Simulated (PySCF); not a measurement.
C6H6ClN.
Atom-mapped SMILES: `[NH2:1][c:2]1[cH:3][cH:4][cH:5][cH:6][c:7]1[Cl:8]` (hydrogens: H9, H10 on N1; H11 on C3; H12 on C4; H13 on C5; H14 on C6)

The same species was optimised twice, with GFN2-xTB and with PBE0-D3(BJ)/def2-SVP (PySCF), and the same property calculations (PySCF, gas phase) were run on both structures.

```csv
coordinate,GFN2-xTB,PBE0-D3(BJ)/def2-SVP,change
C2–C7 (Å),1.400,1.410,+0.010
C4–C5 (Å),1.385,1.395,+0.010
C2–C3 (Å),1.397,1.407,+0.010
C6–C7 (Å),1.380,1.390,+0.010
C3–C4 (Å),1.380,1.389,+0.009
C5–C6 (Å),1.385,1.393,+0.008
C7–Cl8 (Å),1.741,1.742,+0.001
N1–C2 (Å),1.371,1.370,-0.001
C2–C7–Cl8 (°),119.0,118.4,-0.6
C3–C2–C7 (°),117.3,116.8,-0.5
N1–C2–C3 (°),121.3,121.8,+0.5
C4–C5–C6 (°),119.5,119.0,-0.5
C6–C7–Cl8 (°),119.2,119.6,+0.4
C5–C6–C7 (°),119.8,120.1,+0.3
C2–C3–C4 (°),121.1,121.4,+0.3
C3–C4–C5 (°),120.5,120.7,+0.2
```

Rotational constants: A = 2981, B = 1557, C = 1023 MHz (GFN2-xTB) against A = 2954, B = 1544, C = 1014 MHz (PBE0-D3(BJ)/def2-SVP).

On the GFN2-xTB structure: HOMO (eV) -6.11 [PBE0/pcSseg-1]; LUMO (eV) -0.31 [PBE0/pcSseg-1]; dipole (D) 1.92 [PBE0/pcSseg-1]; GIAO shielding of N1 (ppm) 191.8 [PBE0/pcSseg-1]; GIAO shielding of C2 (ppm) 38.6 [PBE0/pcSseg-1]; GIAO shielding of C3 (ppm) 69.4 [PBE0/pcSseg-1]; GIAO shielding of C4 (ppm) 53.6 [PBE0/pcSseg-1]; GIAO shielding of C5 (ppm) 64.8 [PBE0/pcSseg-1]; GIAO shielding of C6 (ppm) 51.2 [PBE0/pcSseg-1]; GIAO shielding of C7 (ppm) 60.4 [PBE0/pcSseg-1]; GIAO shielding of Cl8 (ppm) 780.6 [PBE0/pcSseg-1].

Question: What do these properties become on the PBE0-D3(BJ)/def2-SVP structure?

Answer: 
```tsv
property	level	on GFN2-xTB	on PBE0-D3(BJ)/def2-SVP	change
HOMO (eV)	PBE0/pcSseg-1	-6.11	-6.10	+0.01
LUMO (eV)	PBE0/pcSseg-1	-0.31	-0.35	-0.04
dipole (D)	PBE0/pcSseg-1	1.92	1.94	+0.02
energy, GFN2-xTB geometry as zero (kcal/mol)	PBE0/pcSseg-1	0.0	-0.1	-0.1
GIAO shielding of N1 (ppm)	PBE0/pcSseg-1	191.8	190.3	-1.5
GIAO shielding of C2 (ppm)	PBE0/pcSseg-1	38.6	36.6	-2.0
GIAO shielding of C3 (ppm)	PBE0/pcSseg-1	69.4	67.4	-2.0
GIAO shielding of C4 (ppm)	PBE0/pcSseg-1	53.6	51.2	-2.4
GIAO shielding of C5 (ppm)	PBE0/pcSseg-1	64.8	62.9	-1.9
GIAO shielding of C6 (ppm)	PBE0/pcSseg-1	51.2	49.1	-2.1
GIAO shielding of C7 (ppm)	PBE0/pcSseg-1	60.4	58.4	-2.0
GIAO shielding of Cl8 (ppm)	PBE0/pcSseg-1	780.6	778.0	-2.6
```

The heavy atoms differ by 0.012 Å rms after alignment. Among bonds between heavy atoms C2–C3, C2–C7, C3–C4, C4–C5 and C6–C7 change most and about equally (+0.009 to +0.010 Å). Changes are differences of the printed values. Neither structure is proved a minimum here.

Shape of the structure used: `[NH2:1][c:2]1[cH:3][cH:4][cH:5][cH:6][c:7]1[Cl:8]`: H–N1–C2–C3 22°, H–N1–C2–C3 164°.
